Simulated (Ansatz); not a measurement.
`C=[CH][InH2]` and `C=[C]([GaH2])[InH2]` differ in one atom or group.

Ansatz, PBE0-D4/def2-TZVP geometries, multiplicity 1. 

Elements past krypton have def2 core potentials. Scalar relativity is left out up to krypton.

```
                                                                                  property  `C=[CH][InH2]`
                                                     LUMO energy (ωB97M-V/def2-TZVPP) / eV           -0.23
                                                      HOMO–LUMO gap (PBE0/def2-TZVPP) / eV            5.82
                                            size of the dipole moment (PBE/def2-TZVPP) / D            0.73
ideal-gas entropy at 298 K and 1 bar (rigid rotor, harmonic PBE0-D4/def2-TZVP) / J/(mol·K)             310
                                                        HOMO energy (PBE0/def2-TZVPP) / eV           -7.59
                                                   HOMO–LUMO gap (ωB97M-V/def2-TZVPP) / eV            9.54
```

**Question.** What does the change do to each property? (Estimate.)

**Answer.** The calculation gave: 
```json
{"property": "LUMO energy (ωB97M-V/def2-TZVPP) / eV", "`C=[C]([GaH2])[InH2]`": "-0.42", "shift": "-0.19"}
{"property": "HOMO–LUMO gap (PBE0/def2-TZVPP) / eV", "`C=[C]([GaH2])[InH2]`": "4.77", "shift": "-1.05"}
{"property": "size of the dipole moment (PBE/def2-TZVPP) / D", "`C=[C]([GaH2])[InH2]`": "0.74", "shift": "0.01"}
{"property": "ideal-gas entropy at 298 K and 1 bar (rigid rotor, harmonic PBE0-D4/def2-TZVP) / J/(mol·K)", "`C=[C]([GaH2])[InH2]`": "380", "shift": "70"}
{"property": "HOMO energy (PBE0/def2-TZVPP) / eV", "`C=[C]([GaH2])[InH2]`": "-6.83", "shift": "0.76"}
{"property": "HOMO–LUMO gap (ωB97M-V/def2-TZVPP) / eV", "`C=[C]([GaH2])[InH2]`": "8.48", "shift": "-1.06"}
```

With PBE0 the HOMO rises by 0.76 eV and the LUMO falls by 0.29 eV, so the gap narrows by about 1.05 eV. PBE moves the HOMO by 0.63 eV and ωB97M-V by 0.87 eV. The zero-point energy changes by 8.1 kJ/mol with +6 modes. Dipoles are sizes alone; their direction can turn.
